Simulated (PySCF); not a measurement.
Hg²⁺: ionisation energy

Hg²⁺ [Xe] 4f14 5d10 (1S) → Hg³⁺ [Xe] 4f14 5d9 (2D), as a difference of total energies. All numbers are calculated (PySCF 2.14, scalar relativity through the core potential, in aug-cc-pwCVDZ-PP with ECP60MDF). Correlated levels: valence and next inner shell: nothing frozen outside the core potential. The calculations carry no spin-orbit coupling.

Task: Order these methods by the ionisation energy they give, lowest first.
A. UHF
B. SCS-MP2 (valence and next inner shell)
C. MP2 (valence and next inner shell)
D. CCSD(T) (valence and next inner shell)

Result: A (33.577 eV), D (34.842 eV), B (34.906 eV), C (35.105 eV).

The reference lies between the lowest fine-structure levels, while these numbers refer to the centres of the terms.

Errors of the correlated levels include the incompleteness of this basis.

For comparison: 34.49 ± 0.05 eV (measured; NIST Atomic Spectra Database, ionization energies).
